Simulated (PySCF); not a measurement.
Species: C4H12PSi2 (doublet state).
Geometry (GFN2-xTB, Å), atoms numbered from 1 in this order:
```xyz
19
C4H12PSi2 angstrom
C      0.2842    2.8201   -0.0937
Si     0.2047    1.0329   -0.7414
C     -1.5319    0.2792   -0.4534
C     -1.3921   -1.2154   -0.1718
C     -0.4841   -1.4699    1.0299
Si     1.1710   -0.5132    0.7306
P      2.5698   -2.0535   -0.1466
H      1.2664    3.2499   -0.2560
H     -0.4364    3.4506   -0.6042
H      0.0725    2.8706    0.9694
H      0.4560    1.0724   -2.1965
H     -2.0132    0.7571    0.4018
H     -2.1923    0.4287   -1.3075
H     -0.9689   -1.7079   -1.0525
H     -2.3773   -1.6588    0.0059
H     -0.3198   -2.5416    1.1535
H     -0.9814   -1.1152    1.9343
H      3.6265   -1.1717   -0.2854
H      3.0365   -2.5049    1.0760
```

The hyperfine couplings belong to this conformer and change with its torsions.

The species is `[Si]1(P)[Si@@H](CCC1)C` [radical].

The calculation used UKS B3LYP, pcH-1 on C H P Si, non-relativistic, mean-field spin-orbit, GIAO (PySCF 2.14.0). Isolated species at its GFN2-xTB geometry (one conformer only). Couplings are sensitive to structure, and on GFN2-xTB geometries they can be far from those on DFT ones, by a factor of two or more for some ions and for spin on atoms past the first row. Stability of the SCF solution: not tested.

Principal values of hyperfine tensors in MHz (contact, dipolar and spin–orbit terms together), for some of the nuclei:

```csv
atom,isotope,A1,A2,A3
Si2,29Si,-70.34,-49.81,-48.80
H19,1H,35.74,38.61,43.67
H11,1H,27.51,28.75,32.17
C4,13C,24.33,24.63,29.33
C5,13C,14.84,15.60,26.09
P7,31P,-33.86,-24.99,112.59
H15,1H,13.76,14.49,17.55
H17,1H,9.24,10.73,19.91
```

(1) Split each tensor into its isotropic and traceless parts, and turn a_iso into mT with g = 2.0046.

(2) What spin density at the nucleus of H11 lies behind its contact coupling (g_N = 5.58569)?

(3) Si6 (29Si, g_N = -1.11058) isn't in the table. Its spin density at the nucleus is 0.4599 bohr⁻³. What is its contact coupling?

(4) Name the largest traceless tensor T of the table and describe it.

(5) What first-order splitting does H11 cause when the field lies along A1, A2 or A3 of its tensor (g taken as isotropic, no quadrupole term)?

Answers

(1) a_iso = (A1 + A2 + A3)/3, Ti = Ai − a_iso; 1 mT corresponds to 28.057 MHz. The tensors hold a spin–orbit part: the run splits a_iso into a_FC + a_SO, and T includes its anisotropic share.

```tsv
atom	a_iso (MHz)	a_FC	a_SO	a_iso (mT)	T1	T2	T3
Si2	-56.32	-56.39	0.08	-2.007	-14.02	6.51	7.51
H19	39.34	39.33	0.01	1.402	-3.60	-0.73	4.33
H11	29.48	29.47	0.00	1.051	-1.97	-0.73	2.69
C4	26.10	26.11	-0.01	0.930	-1.77	-1.47	3.23
C5	18.84	18.81	0.04	0.672	-4.00	-3.25	7.25
P7	17.91	18.18	-0.27	0.638	-51.78	-42.90	94.68
H15	15.27	15.27	0.00	0.544	-1.51	-0.77	2.28
H17	13.30	13.30	0.00	0.474	-4.05	-2.57	6.62
```

(2) a_FC = (2μ0/3) gₑ μB g_N μN ρ(0)/(2S·h) = 800.24 MHz × g_N × ρ(0)/(2S), with ρ in bohr⁻³. With a_FC = 29.47 MHz and 2S = 1, ρ(0) = 0.006594 bohr⁻³. In magnitude that is 2.1 % of the 1/π = 0.318 of a free hydrogen atom.

(3) By the same relation, a_FC = -408.7 MHz. The spin–orbit term adds +0.63 MHz. Its full tensor has the principal values -562.17, -332.03, -330.13 MHz.

(4) P7: -51.8, -42.9, 94.7 MHz (the dipolar term alone has -50.9, -43.5, 94.3), rhombic: the two smaller values differ by 9 % of the largest.

(5) 2 lines (I = 1/2), spaced by |A_i|/(g × 13.996): 0.98, 1.02, 1.15 mT along the axes of A1, A2 and A3.

The run took 2.8 min wall (with the writing of density and orbital grids) on one thread, Arm Neoverse V2 (aarch64), no GPU (shared host), and the process peaked at 1.1 GiB of memory.
